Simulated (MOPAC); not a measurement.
Input file for MOPAC: AM1 on CH5Ga (SMILES [CH3][GaH2]), a point of a torsion scan.

```
AM1 1SCF PRECISE CHARGE=0 THREADS=1
CH5Ga

C     -0.94585691 1    -0.06995658 1     0.00187950 1
Ga     1.06462274 1     0.10904720 1    -0.03582386 1
H     -1.40557279 1     0.48952805 1    -0.81884015 1
H     -1.24754423 1    -1.11872180 1    -0.08477425 1
H     -1.36150713 1     0.31977959 1     0.93589293 1
H      1.82250385 1     1.45395277 1    -0.37331498 1
H      2.06378290 1    -1.07432817 1     0.27653096 1
```

It printed:

```
*******************************************************************************
 **                                                                           **
 **                              MOPAC v23.2.5                                **
 **                                                                           **
 *******************************************************************************
 ** MOPAC's Digital Object Identifier: https://doi.org/10.5281/zenodo.6511958 **
 **                                                                           **
 ** Please cite the open-source release paper for use of this MOPAC version:  **
 ** J. E. Moussa and J. J. P. Stewart (2026)                                  **
 ** MOPAC: An open-source semiempirical molecular orbital program             **
 ** J. Open Source Softw., 11(119), 8025, https://doi.org/10.21105/joss.08025 **
 *******************************************************************************

                              AM1 CALCULATION RESULTS

 *******************************************************************************
 *  AM1        - The AM1 Hamiltonian to be used
 *
 *
 *
 *                 CHARGE ON SYSTEM = 0
 *
 *
 *
 *  PRECISE    - TIGHTER CRITERIA TO BE USED
 *  1SCF       - DO 1 SCF AND THEN STOP
 *  THREADS=1  - MULTI-THREADING NOT USED
 *  T=         - A TIME OF 172800.0 SECONDS REQUESTED
 *  DUMP=N     - RESTART FILE WRITTEN EVERY 7200.0 SECONDS REQUESTED
 *******************************************************************************
AM1 1SCF PRECISE CHARGE=0 THREADS=1
 CH5Ga

   ATOM   CHEMICAL          X               Y               Z
  NUMBER   SYMBOL      (ANGSTROMS)     (ANGSTROMS)     (ANGSTROMS)

     1       C         -0.94585691  *  -0.06995658  *   0.00187950  *
     2      Ga          1.06462274  *   0.10904720  *  -0.03582386  *
     3       H         -1.40557279  *   0.48952805  *  -0.81884015  *
     4       H         -1.24754423  *  -1.11872180  *  -0.08477425  *
     5       H         -1.36150713  *   0.31977959  *   0.93589293  *
     6       H          1.82250385  *   1.45395277  *  -0.37331498  *
     7       H          2.06378290  *  -1.07432817  *   0.27653096  *



          CARTESIAN COORDINATES

    NO.       ATOM           X           Y           Z

     1         C         -0.9459     -0.0700      0.0019
     2        Ga          1.0646      0.1090     -0.0358
     3         H         -1.4056      0.4895     -0.8188
     4         H         -1.2475     -1.1187     -0.0848
     5         H         -1.3615      0.3198      0.9359
     6         H          1.8225      1.4540     -0.3733
     7         H          2.0638     -1.0743      0.2765

  H: (AM1): M.J.S. DEWAR ET AL, J. AM. CHEM. SOC. 107 3902-3909 (1985)
  C: (AM1): M.J.S. DEWAR ET AL, J. AM. CHEM. SOC. 107 3902-3909 (1985)
 Ga: (AM1): J. J. P. STEWART, J. MOL. MOD., 10, 155-164 (2004)

           Empirical Formula: C H5 Ga  =     7 atoms



      MOLECULAR POINT GROUP   :   C1


      RHF CALCULATION, NO. OF DOUBLY OCCUPIED LEVELS = 6


 -------------------------------------------------------------------------------
 AM1 1SCF PRECISE CHARGE=0 THREADS=1
 CH5Ga



     1SCF WAS SPECIFIED, SO BFGS WAS NOT USED
     SCF FIELD WAS ACHIEVED


                              AM1 CALCULATION
                                                       MOPAC v23.2.5 Linux




          FINAL HEAT OF FORMATION =         46.07875 KCAL/MOL =     192.79349 KJ/MOL


          COSMO AREA              =         89.57 SQUARE ANGSTROMS
          COSMO VOLUME            =         71.69 CUBIC ANGSTROMS

          IONIZATION POTENTIAL    =          9.788922 EV
          HOMO LUMO ENERGIES (EV) =         -9.789 -1.179
          NO. OF FILLED LEVELS    =          6
          MOLECULAR WEIGHT        =         86.7855         POINT GROUP:  C1

          MOLECULAR DIMENSIONS (Angstroms)

            Atom       Atom       Distance
            H     6    H     4     4.01586
            H     7    H     3     3.63478
            H     5    H     7     1.59224


          SCF CALCULATIONS        =          1





   ATOM   CHEMICAL          X               Y               Z
  NUMBER   SYMBOL      (ANGSTROMS)     (ANGSTROMS)     (ANGSTROMS)

     1       C         -0.94585691  *  -0.06995658  *   0.00187950  *
     2      Ga          1.06462274  *   0.10904720  *  -0.03582386  *
     3       H         -1.40557279  *   0.48952805  *  -0.81884015  *
     4       H         -1.24754423  *  -1.11872180  *  -0.08477425  *
     5       H         -1.36150713  *   0.31977959  *   0.93589293  *
     6       H          1.82250385  *   1.45395277  *  -0.37331498  *
     7       H          2.06378290  *  -1.07432817  *   0.27653096  *

                             CARTESIAN COORDINATES

   1    C       -0.945856910    -0.069956580     0.001879500
   2   Ga        1.064622740     0.109047200    -0.035823860
   3    H       -1.405572790     0.489528050    -0.818840150
   4    H       -1.247544230    -1.118721800    -0.084774250
   5    H       -1.361507130     0.319779590     0.935892930
   6    H        1.822503850     1.453952770    -0.373314980
   7    H        2.063782900    -1.074328170     0.276530960


           Empirical Formula: C H5 Ga  =     7 atoms



      MOLECULAR POINT GROUP   :   C1


                  EIGENVALUES
 -28.43069 -14.31158 -13.25980 -12.05318 -12.01467  -9.78892  -1.17937   0.67736
   0.74736   0.98522   4.84363   4.95262   5.54152


              NET ATOMIC CHARGES AND DIPOLE CONTRIBUTIONS

  ATOM NO.   TYPE          CHARGE      No. of ELECS.   s-Pop       p-Pop
    1          C          -0.456974        4.4570     1.25078     3.20620
    2         Ga           0.339788        2.6602     0.44160     2.21861
    3          H           0.086235        0.9138     0.91377
    4          H           0.080779        0.9192     0.91922
    5          H           0.095991        0.9040     0.90401
    6          H          -0.073035        1.0730     1.07303
    7          H          -0.072784        1.0728     1.07278
 DIPOLE           X         Y         Z       TOTAL
 POINT-CHG.     0.759     0.113     0.031     0.768
 HYBRID        -0.453    -0.034     0.009     0.455
 SUM            0.306     0.079     0.040     0.318


          ATOMIC ORBITAL ELECTRON POPULATIONS

     Atom    s        px        py        pz
    1  C   1.25078   1.18527   1.02033   1.00060
    2 Ga   0.44160   0.99034   1.08826   0.14001
    3  H   0.91377
    4  H   0.91922
    5  H   0.90401
    6  H   1.07303
    7  H   1.07278

 **********************
 *                    *
 * JOB ENDED NORMALLY *
 *                    *
 **********************




 == MOPAC DONE ==
```

The run finished.

Cost: around 0.020 core-seconds (rough).
